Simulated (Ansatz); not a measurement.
The first iterations of a band of CH$_{5}$AlBF (9 atoms, charge 0, multiplicity 1).

Method: Ansatz, RKS BLYP/def2-SVP.

```json
{"movable images": "7", "climbing image": "yes", "spring": "0.1 eV/Å²", "optimiser": "quadratic models (default)", "start path": "through a guess of the saddle point", "force threshold": "0.05 eV/Å", "iteration limit": "60", "end points": "relaxed"}
```

Image 0:

```xyz
9
Properties=species:S:1:pos:R:3
C -0.317 0.752 -1.413
Al -0.319 -0.647 -0.007
B 0.701 -0.438 1.894
F 1.970 -0.852 2.054
H 0.434 1.554 -1.266
H -0.156 0.307 -2.419
H -1.318 1.238 -1.451
H -1.195 -1.964 -0.297
H 0.199 0.050 2.906
```

Image 8:

```xyz
9
Properties=species:S:1:pos:R:3
C -0.328 0.759 -1.409
Al -0.329 -0.636 0.002
B 0.701 -0.439 1.900
F 1.979 -0.833 2.043
H 0.107 0.347 -2.348
H 0.234 1.680 -1.153
H -1.371 1.052 -1.662
H -1.193 -1.960 -0.294
H 0.201 0.030 2.921
```

| iteration | highest image above the first end (eV) | largest band force component (eV/Å) |
| --- | --- | --- |
| 1 | 71.340 | 303.431 |
| 2 | 25.227 | 52.361 |
| 3 | 16.220 | 38.511 |
| 4 | 8.808 | 14.604 |
| 5 | 5.072 | 9.033 |
| 6 | 3.470 | 4.965 |
| 7 | 2.689 | 4.051 |
| 8 | 2.581 | 2.464 |
| 9 | 2.457 | 6.027 |
| 10 | 2.504 | 1.142 |

**Question.** Does the band converge within its limit, and where does its top end?

**Answer.** The forces met the threshold. It ended after 30 iterations with the highest image 2.139 eV above the first end. Neighbouring images differ by up to 2.1 eV, so the band resolves the path poorly. Another band between the same ends (7 images) ends at a top of the same energy, where a vibrational analysis finds 1 clearly imaginary mode.

Time of the run: 4.1 min on 2 threads of Arm Neoverse V1, on a shared host, peak memory 0.12 GiB.
